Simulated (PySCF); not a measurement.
Two probes of the same atoms: core binding energy and nuclear shielding

Ethyl butyl ether, C6H14O.
Structure used (PBE0-D3(BJ)/def2-SVP), in Å, numbered top down from 1:
```xyz
21
C6H14O angstrom
C     -3.1517   -0.6692   -0.2995
C     -1.7507   -0.5543    0.2779
C     -1.1479    0.8353    0.1227
C      0.2674    0.9393    0.6484
O      1.0931    0.0711   -0.0719
C      2.4151    0.0388    0.3796
C      3.2046   -0.9235   -0.4744
H     -3.5635   -1.6813   -0.1676
H     -3.8464    0.0373    0.1834
H     -3.1577   -0.4473   -1.3789
H     -1.7649   -0.8230    1.3494
H     -1.0778   -1.2798   -0.2064
H     -1.7696    1.5812    0.6475
H     -1.1474    1.1233   -0.9429
H      0.6348    1.9835    0.5620
H      0.2909    0.6843    1.7302
H      2.4503   -0.2703    1.4459
H      2.8639    1.0538    0.3352
H      3.1705   -0.6157   -1.5299
H      4.2561   -0.9574   -0.1538
H      2.7845   -1.9376   -0.4023
```

Binding energies: delta-SCF UKS SCAN, pcX-2 on the ionised atom, pcseg-1 elsewhere, spin-free X2C (PySCF 2.14.0). Shieldings: GIAO PBE/pcSseg-1, non-relativistic, same geometry.

| atom | C 1s (eV) |
| --- | --- |
| C1 | 290.42 |
| C2 | 290.29 |
| C3 | 290.38 |
| C4 | 291.80 |
| C6 | 291.97 |
| C7 | 290.63 |

Task: What are the absolute isotropic shieldings of these atoms?

Result: 
```tsv
atom	environment	C 1s (eV)	isotropic shielding (ppm)
C2	chain CH2 carbon	290.29	154.8
C3	chain CH2 carbon	290.38	142.4
C1	methyl carbon	290.42	163.2
C7	methyl carbon	290.63	162.5
C4	sp3 carbon bound to oxygen	291.80	103.9
C6	sp3 carbon bound to oxygen	291.97	108.6
```

Task: Among the listed atoms, is the one with the highest binding energy also the least shielded?

Result: No. The highest binding energy is at C6 (291.97 eV, shielding 108.6 ppm), the lowest shielding at C4 (103.9 ppm, 291.80 eV).

Over these 6 sites the two quantities correlate at r = -0.92. By binding energy: C2 < C3 ≈ C1 < C7 < C4 < C6. By shielding: C4 < C6 < C3 < C2 < C7 < C1.

Geometry: PBE0-D3(BJ)/def2-SVP, one conformer, isolated molecule.
